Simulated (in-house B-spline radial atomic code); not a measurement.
I⁵⁺. Computed with a B-spline radial atomic code. Model: all-electron spherical atom, spin shells full or empty, radial basis limit, no spin-orbit coupling: exact exchange with a local potential (Slater, KLI or optimised effective potential, whose far tail is KLI's), no correlation.

The run also made RPA and GW results, which its time includes.

The Slater potential averages the orbital exchange potentials with the orbital densities as weights, KLI adds orbital constants, and the optimised effective potential minimises the exact-exchange energy among local potentials. So their energies lie above Hartree-Fock in the order OEP, KLI, Slater. All fall off as −1/r, unlike LDA and GGA exchange.

Command:
```bash
python run_gw.py task.json out
```
Settings (lengths in bohr, energies in hartree):
```
Z                      53
electrons              48
configuration          [Kr] 4d10 5s2
hamiltonian            nr
method                 slater
lmax                   9
spin_polarised         False
box_radius             10.43
intervals              73
ion_configuration      [Kr] 4d10 5s1
```

Cost of the run: 7.8 s on 1 thread of Intel(R) Xeon(R) 6975P-C (Granite Rapids), with other jobs on the host.

Given: hamiltonian non-relativistic; mean-field start Slater potential.

Computed: energy above Hartree-Fock 421.95 millihartree; virial ratio -E/T less 1 -0.01042.

| radius (bohr) | r times exchange potential (hartree bohr) |
| --- | --- |
| 0.000943 | -0.051994 |
| 0.00118 | -0.065 |
| 0.00148 | -0.081414 |
| 0.00185 | -0.10155 |
| 0.00231 | -0.1264 |
| 0.00289 | -0.15737 |
| 0.00361 | -0.19517 |
| 0.00452 | -0.24176 |
| 0.00565 | -0.29753 |
| 0.00707 | -0.36399 |
| 0.00884 | -0.44077 |
| 0.0111 | -0.52866 |
| 0.0138 | -0.6189 |
| 0.0173 | -0.71318 |
| 0.0216 | -0.79738 |
| 0.027 | -0.86134 |
| 0.0338 | -0.89411 |
| 0.0423 | -0.91 |
| 0.0529 | ? |
| 0.0662 | -1.0968 |
| 0.0828 | -1.2594 |
| 0.104 | -1.3911 |
| 0.129 | -1.4339 |
| 0.162 | -1.4234 |
| 0.203 | -1.5291 |
| 0.253 | -1.7344 |
| 0.317 | -1.8677 |
| 0.396 | -1.798 |
| 0.496 | -1.5565 |
| 0.62 | -1.6363 |
| 0.775 | -1.8412 |
| 0.97 | -1.8735 |
| 1.21 | -1.6906 |
| 1.52 | ? |
| 1.9 | -1.1224 |
| 2.37 | -1.038 |
| 2.97 | -1.0123 |

Question: What belongs in the row 0.0529?

Answer: r times exchange potential (hartree bohr): -0.9667.

Question: What belongs in the row 1.52?

Answer: r times exchange potential (hartree bohr): -1.3604.

```csv
occupied,level (hartree),Hartree-Fock level (hartree)
1s,-1174.2,-1179.4
2s,-180.52,-183.12
2p,-170.31,-171.83
3s,?,?
3p,-34.553,-35.276
3d,-26.288,-26.445
4s,?,?
4p,-7.3242,-7.5897
4d,-4.6266,-4.5147
5s,-2.7502,-2.5722
```

Question: What belongs in the row 3s?

Answer: level (hartree): -38.954; Hartree-Fock level (hartree): -40.092.

Question: What belongs in the row 4s?

Answer: level (hartree): -8.8839; Hartree-Fock level (hartree): -9.3705.

```
empty  level (hartree)
   5p          -2.3001
   4f          -1.7147
   5d                ?
   6s          -1.3714
```

Question: What belongs in the row 5d?

Answer: level (hartree): -1.6143.

The highest level, 5s, differs from Hartree-Fock by -4.8 eV and the deepest, 1s, by +140 eV: the Slater potential lacks the response part and is deeper than the optimised one throughout, so the top level comes too deep.
